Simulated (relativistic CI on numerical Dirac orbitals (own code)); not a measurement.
## Slater and spin-orbit integrals, Lu LXVII

Calculated at this level of theory: Dirac-Coulomb-Breit CI, separate exchange-only KLI orbitals for each configuration, model QED (radiative potential, 1s self-energy scaled to tabulated hydrogen-like ionisation energies), unscaled Slater integrals (own radial code, finite nucleus).

Slater integrals F^k, G^k are unscaled and averaged over j, outside the closed core 1s2; ζ comes from projecting the Hamiltonian with its Breit term on Σ l·s of the shell.

- 2s²2p: ζ(2p) = 6.5398e+06 cm⁻¹; <r>(2p) = 0.06878, <r^2>(2p) = 0.005761 (bohr units).
- 2s2p²: F^2(2p,2p) = 1.367e+06, G^1(2s,2p) = 1.4621e+06, ζ(2p) = 6.5235e+06 cm⁻¹; <r>(2s) = 0.078, <r^2>(2s) = 0.00722, <r>(2p) = 0.06882, <r^2>(2p) = 0.005768 (bohr units).
- 2p³: F^2(2p,2p) = 1.3654e+06, ζ(2p) = 6.5074e+06 cm⁻¹; <r>(2p) = 0.0689, <r^2>(2p) = 0.005781 (bohr units).

Averages of the first 10 configurations, taken without configuration mixing, which lowers the lowest level and can move excited configurations by several eV; other configurations of the list can lie among them:

| Configuration | Parity | States | Average energy above the lowest level (eV) |
| --- | --- | --- | --- |
| 2s²2p | odd | 6 | 814.9 |
| 2s2p² | even | 30 | 1857.9 |
| 2p³ | odd | 20 | 2961.0 |
| 2p²3s | even | 30 | 11735.8 |
| 2p²3p | odd | 90 | 12046.3 |
| 2p²3d | even | 150 | 12279.4 |
| 2s²3s | even | 2 | 9662.6 |
| 2s²3p | odd | 6 | 9984.4 |
| 2s²3d | even | 10 | 10217.3 |
| 2s2p3s | odd | 24 | 10668.9 |
